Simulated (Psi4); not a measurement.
CH6ClNSi (SMILES C[SiH](N)Cl), singlet, geometry from GFN2-xTB; QCISD(T)/cc-pVDZ in Psi4 1.11.

Here is a job for Psi4.
```
memory 2 GB

molecule mol {
0 1
  Si   -0.205288   -0.062199    0.510827
  C     1.312074   -1.087427    0.993330
  N    -1.352620   -1.139226   -0.183274
  Cl    0.236376    1.251754   -0.961794
  H    -0.680110    0.736198    1.647363
  H     1.071898   -1.796243    1.779520
  H     1.695619   -1.650019    0.146824
  H     2.114700   -0.454059    1.358857
  H    -1.629717   -1.968610    0.313647
  H    -2.120857   -0.777160   -0.724349
}

set basis cc-pvdz
set reference rhf
set freeze_core true

energy('qcisd(t)')
print_variables()
```

It wrote (shortened):

```
   => Loading Basis Set <=

    Name: CC-PVDZ
    Role: ORBITAL
    Keyword: BASIS

         ---------------------------------------------------------
                                   SCF
               by Justin Turney, Rob Parrish, Andy Simmonett
                          and Daniel G. A. Smith
                              RHF Reference
         ---------------------------------------------------------

  ==> Geometry <==

    Molecular point group: c1
    Full point group: C1

    Geometry (in Angstrom), charge = 0, multiplicity = 1:

       Center              X                  Y                   Z               Mass
    ------------   -----------------  -----------------  -----------------  -----------------
         SI          -0.202988809250    -0.136668987340     0.567994334972    27.976926534650
         C            1.314373190750    -1.161896987340     1.050497334972    12.000000000000
         N           -1.350320809250    -1.213695987340    -0.126106665028    14.003074004430
         CL           0.238675190750     1.177284012660    -0.904626665028    34.968852682000
         H           -0.677810809250     0.661728012660     1.704530334972     1.007825032230
         H            1.074197190750    -1.870712987340     1.836687334972     1.007825032230
         H            1.697918190750    -1.724488987340     0.203991334972     1.007825032230
         H            2.116999190750    -0.528528987340     1.416024334972     1.007825032230
         H           -1.627417809250    -2.043079987340     0.370814334972     1.007825032230
         H           -2.118557809250    -0.851629987340    -0.667181665028     1.007825032230

  Running in c1 symmetry.

  Rotational constants: A =      0.19643  B =      0.11128  C =      0.08021 [cm^-1]
  Rotational constants: A =   5888.94068  B =   3336.09050  C =   2404.66436 [MHz]
  Nuclear repulsion =  223.956165167856682

  Charge       = 0
  Multiplicity = 1
  Electrons    = 50
  Nalpha       = 25
  Nbeta        = 25

  ==> Algorithm <==

  SCF Algorithm Type is PK.
  DIIS enabled.
  MOM disabled.
  Fractional occupation disabled.
  Guess Type is SAD.
  Energy threshold   = 1.00e-08
  Density threshold  = 1.00e-08
  Integral threshold = 1.00e-12

  ==> Primary Basis <==

  Basis Set: CC-PVDZ
    Blend: CC-PVDZ
    Number of shells: 46
    Number of basis functions: 94
    Number of Cartesian functions: 98
    Spherical Harmonics?: true
    Max angular momentum: 2

  ==> Integral Setup <==

  Using in-core PK algorithm.
   Calculation information:
      Number of atoms:                  10
      Number of AO shells:              46
      Number of primitives:            174
      Number of atomic orbitals:        98
      Number of basis functions:        94

      Integral cutoff                 1.00e-12
      Number of threads:                 1

  Performing in-core PK
  Using 19940690 doubles for integral storage.
  We computed 569355 shell quartets total.
  Whereas there are 584821 unique shell quartets.

  ==> DiskJK: Disk-Based J/K Matrices <==

    J tasked:                  Yes
    K tasked:                  Yes
    wK tasked:                  No
    Schwarz Cutoff:          1E-12

  Minimum eigenvalue in the overlap matrix is 8.2688486754E-03.
  Reciprocal condition number of the overlap matrix is 1.6209183618E-03.
    Using symmetric orthogonalization.

  ==> Pre-Iterations <==

  SCF Guess: Superposition of Atomic Densities via on-the-fly atomic UHF (no occupation information).

   -------------------------
    Irrep   Nso     Nmo
   -------------------------
     A         94      94
   -------------------------
    Total      94      94
   -------------------------

  ==> Iterations <==

                        Total Energy        Delta E     RMS |[F,P]|

   @RHF iter SAD:  -843.74184975676496   -8.43742e+02   0.00000e+00
   @RHF iter   1:  -844.20543740152073   -4.63588e-01   5.25442e-03 ADIIS/DIIS
   @RHF iter   2:  -844.31182196718237   -1.06385e-01   2.57993e-03 ADIIS/DIIS
   @RHF iter   3:  -844.33849891464661   -2.66769e-02   4.07604e-04 ADIIS/DIIS
   @RHF iter   4:  -844.33983522655035   -1.33631e-03   1.23476e-04 ADIIS/DIIS
   @RHF iter   5:  -844.33992716982732   -9.19433e-05   2.40585e-05 DIIS
   @RHF iter   6:  -844.33993194747131   -4.77764e-06   5.17353e-06 DIIS
   @RHF iter   7:  -844.33993222330105   -2.75830e-07   1.40886e-06 DIIS
   @RHF iter   8:  -844.33993224956157   -2.62605e-08   4.01421e-07 DIIS
   @RHF iter   9:  -844.33993225172617   -2.16460e-09   1.09027e-07 DIIS
   @RHF iter  10:  -844.33993225189829   -1.72122e-10   2.95183e-08 DIIS
   @RHF iter  11:  -844.33993225190989   -1.15961e-11   8.23711e-09 DIIS
  Energy and wave function converged.

  ==> Post-Iterations <==

    Orbital Energies [Eh]
    ---------------------

    Doubly Occupied:

[...]
      25A     -0.401718

    Virtual:

[...]
    Final Occupation by Irrep:
              A
    DOCC [    25 ]
    NA   [    25 ]
    NB   [    25 ]

  @RHF Final Energy:  -844.33993225190989

   => Energetics <=

    Nuclear Repulsion Energy =            223.9561651678566818
    One-Electron Energy =               -1611.6667453663492324
    Two-Electron Energy =                 543.3706479465827215
    Total Energy =                       -844.3399322519098860

Computation Completed

Properties will be evaluated at   0.000000,   0.000000,   0.000000 [a0]

Properties computed using the SCF density matrix

 Multipole Moments:

 ------------------------------------------------------------------------------------
     Multipole            Electronic (a.u.)      Nuclear  (a.u.)        Total (a.u.)
 ------------------------------------------------------------------------------------

 L = 1.  Multiply by 2.5417464519 to convert [e a0] to [Debye]
 Dipole X            :         -0.6456650            0.2172364           -0.4284286
 Dipole Y            :          6.3563272           -7.0364035           -0.6800763
[...]

        **********************************************************
        *                                                        *
        *                   CCSD Integral Sort                   *
        *                                                        *
        **********************************************************

        CC integral sort will use                    266.98 mb

        Number of (ab|cd) temporary files:                2
        Number of (ab|ci) temporary files:                3
        Starting temporary file number:                 270

        *****************************************************
        *                                                   *
        *                       QCISD                       *
        *                  Eugene DePrince                  *
        *                                                   *
        *****************************************************

  ==> Input parameters <==

        Freeze core orbitals?                 yes
        Use frozen natural orbitals?           no
        r_convergence:                  1.000e-07
        e_convergence:                  1.000e-06
        Number of DIIS vectors:                 8
        Number of frozen core orbitals:        12
        Number of active occupied orbitals:    13
        Number of active virtual orbitals:     69
        Number of frozen virtual orbitals:      0

  ==> Memory <==

        minimum memory requirements for QCISD =        18.52 mb
        (T) algorithm:                                 13.52 mb (low-memory)
        memory requirements for QCISD(T) =             13.52 mb

  ==> Define tiling <==

        v(ab,cd) diagrams will be evaluated in   1 blocks.
        v(ab,ci) diagrams will be evaluated in   1 blocks over ov2.
        v(ab,ci) diagrams will be evaluated in   1 blocks over ov.

  Allocate cpu memory (    63.01 mb).....done.
  Initialize cpu memory..................done.

  ==> MP4(SDQ) <==

  Begin singles and doubles quadratic ci iterations

   Iter  DIIS          Energy       d(Energy)          |d(T)|     time
      0   0 1   -0.5971939885   -0.5971939885    0.0166979363        0
      1   1 1   -0.5993264828   -0.0021324943    0.0071117394        0
      2   2 1   -0.6007298389   -0.0014033561    0.0031397146        1
      3   3 1   -0.6007717384   -0.0000418995    0.0008166622        0
      4   4 1   -0.6007214602    0.0000502782    0.0003097616        0
      5   5 1   -0.6007232823   -0.0000018220    0.0000872603        1
      6   6 1   -0.6007255922   -0.0000023100    0.0000368150        0
      7   7 1   -0.6007254415    0.0000001507    0.0000105872        0
      8   8 1   -0.6007252160    0.0000002255    0.0000041643        1
      9   8 2   -0.6007251757    0.0000000403    0.0000014102        0
     10   8 3   -0.6007252121   -0.0000000364    0.0000005823        0
     11   8 4   -0.6007252270   -0.0000000149    0.0000001782        1
     12   8 5   -0.6007252270   -0.0000000000    0.0000000571        0

  QCISD iterations converged!

        T1 diagnostic:                         0.008755989488
        D1 diagnostic:                         0.025755724119

        OS MP2 correlation energy:            -0.417709355141
        SS MP2 correlation energy:            -0.132128185037
        MP2 correlation energy:               -0.549837540178
      * MP2 total energy:                   -844.889769792088

        OS MP2.5 correlation energy:          -0.441649750931
        SS MP2.5 correlation energy:          -0.130545002758
        MP2.5 correlation energy:             -0.572194753690
      * MP2.5 total energy:                 -844.912127005600

        OS MP3 correlation energy:            -0.465590146722
        SS MP3 correlation energy:            -0.128961820479
        MP3 correlation energy:               -0.594551967201
      * MP3 total energy:                   -844.934484219111

        OS MP4(SDQ) correlation energy:       -0.473932461196
        SS MP4(SDQ) correlation energy:       -0.120036005140
        MP4(SDQ) correlation energy:          -0.599688661333
      * MP4(SDQ) total energy:              -844.939620913243

        OS QCISD correlation energy:          -0.476439501516
        SS QCISD correlation energy:          -0.124285725476
        QCISD correlation energy:             -0.600725226993
      * QCISD total energy:                 -844.940657478903

  Total time for QCISD iterations:       3.06 s (user)
                                         1.21 s (system)
                                            4 s (total)

  Time per iteration:                    0.24 s (user)
                                         0.09 s (system)
                                         0.33 s (total)

        ==> Resort (ov|vv) integrals for low-memory (T) computation <==

        *******************************************************
        *                                                     *
        *                     QCISD(T)                        *
        *                                                     *
        *******************************************************

        Using low-memory algorithm.

        num_threads:                      1
        memory requirements:       13.52 mb

        Number of abc combinations: 57155

        Computing (T) correction...

        % complete  total time
              10.0
              20.0
              30.0
              40.0
              50.0
              60.0
              70.0
              80.0
              90.0

        (T) energy                             -0.014136528857

        QCISD(T) correlation energy            -0.614861755850
      * QCISD(T) total energy                -844.954794007760

  Variable Map:
  ----------------------------------------------------------------------------
[...]
  Array Variable Map:
  ----------------------------------------------------------------------------
[...]
[...]
```
